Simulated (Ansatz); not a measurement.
Total energies of C4H10GeO2Si (`C[Si](C)(O)C#[C][GeH2][OH]`).

```xyz
18

C     1.5789   -0.6550    1.7578
Si   -0.1206   -0.9167    1.0453
C    -1.4273   -0.1562    2.1321
O    -0.4241   -2.5133    0.7624
C    -0.1904   -0.1335   -0.6122
C    -0.2211    0.4236   -1.6906
Ge   -0.2744    1.2987   -3.3790
O     1.2132    2.2496   -3.5880
H     2.3409   -1.0894    1.1071
H     1.7930    0.4113    1.8681
H     1.6673   -1.1176    2.7452
H    -2.4203   -0.2962    1.6994
H    -1.4216   -0.6057    3.1295
H    -1.2560    0.9169    2.2494
H    -0.4901   -3.0940    1.5211
H    -1.5065    2.2180   -3.4128
H    -0.2623    0.2850   -4.5229
H     1.4213    2.7743   -2.8117
```

Charge 0, multiplicity 1. Correlated methods freeze the filled d shell of Ge. Scalar relativity is left out up to krypton. The structure was optimised at the PBE0-D4/def2-TZVP level. It is one conformer, not always the lowest. Basis def2-TZVPP, Ansatz 0.2.0.

RPA on PBE orbitals: Hartree–Fock energy of these orbitals -2671.42584 Eh, correlation -2.22381 Eh (frozen core).

```
functional                                kind  energy without D4 (Eh)  D4 term (kJ/mol)
      PBE0  global hybrid, 25 % exact exchange             -2674.83906             -36.1
 CAM-B3LYP              range-separated hybrid             -2675.57256             -37.0
```

(1) Give the same for LDA (SPW92), PBE, revPBE, BLYP, r2SCAN, B97M-V, B3LYP, r2SCANh, r2SCAN0, HSE06 (plane-wave form), BHLYP, LC-ωPBE, ωB97X-V, ωB97M-V, B2PLYP, PBE-QIDH. (Estimate.)

B3LYP takes the VWN-RPA correlation (the form of Gaussian; ORCA's B3LYP/G). HSE06 is the plane-wave form, built on full-range PBE exchange. The double hybrids freeze the cores in their second-order part.

Results:

(1) Ansatz gave: 
```csv
functional,kind,energy without D4 (Eh),D4 term (kJ/mol)
LDA (SPW92),LDA,-2668.69566,–
PBE,GGA,-2674.73318,-42.0
revPBE,GGA,-2675.25576,-118.9
BLYP,GGA,-2675.52673,-90.0
r2SCAN,meta-GGA,-2675.37935,-11.3
B97M-V,meta-GGA with VV10,-2675.08601,–
B3LYP,"global hybrid, 20 %",-2675.65795,-67.1
r2SCANh,"meta-GGA hybrid, 10 %",-2675.35370,-12.0
r2SCAN0,"meta-GGA hybrid, 25 %",-2675.31742,-13.2
HSE06 (plane-wave form),screened hybrid,-2674.81680,-33.9
BHLYP,"global hybrid, 50 %",-2675.39173,-52.3
LC-ωPBE,long-range corrected hybrid,-2675.02125,–
ωB97X-V,range-separated hybrid GGA with VV10,-2675.25193,–
ωB97M-V,range-separated hybrid meta-GGA with VV10,-2675.32612,–
B2PLYP,double hybrid,-2674.81368,–
PBE-QIDH,double hybrid,-2674.34046,–
```

LC-ωPBE has ω = 0.4 bohr⁻¹.
